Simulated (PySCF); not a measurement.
Continuum solvent and chemical shifts

Mapped SMILES: `[Cl:1][B:2]([Cl:3])[c:4]1[cH:5][cH:6][c:7]([Cl:8])[cH:9][cH:10]1`. Each H is labelled by its parent atom.

GIAO PBE0/pcSseg-1 in PySCF 2.14 on one PBE0-D3(BJ)/def2-SVP conformer, non-relativistic, equivalent nuclei averaged. Solvents enter as an IEF-PCM continuum (benzene with ε = 2.3, tetrahydrofuran with ε = 7.4) around the gas-phase geometry. Shifts are referred to BF3·OEt2, TMS computed in the same medium.

In benzene, δ in ppm: B2 56.3, C7 155.1, C5/C10 145.4, C4 135.2, C6/C9 134.9, H(C5)/H(C10) 8.37, H(C6)/H(C9) 7.66. Dipole moment 1.22 D.

Task: How does each δ change in the more polar medium?

Result: 
```csv
atoms,environment,"Δδ, tetrahydrofuran"
B2,"boron bonded to C, 2 Cl",+0.2
C7,aromatic carbon bearing chlorine,+0.3
C5/C10,aromatic CH,+0.7
C4,substituted aromatic carbon,+0.4
C6/C9,aromatic CH,+0.7
H(C5)/H(C10),hydrogen on an aromatic CH,+0.06
H(C6)/H(C9),hydrogen on an aromatic CH,+0.10
```

Changes are relative to benzene. The dipole moment becomes 1.31 D in tetrahydrofuran.

Task: Which nuclei move most (in ppm), and what does the model miss?

Result: C5/C10 (aromatic CH, +0.7 ppm) and C6/C9 (aromatic CH, +0.7 ppm) in tetrahydrofuran. A continuum only polarises the solute; specific hydrogen bonds, the anisotropy of aromatic solvents and changes of geometry or conformer are outside it.
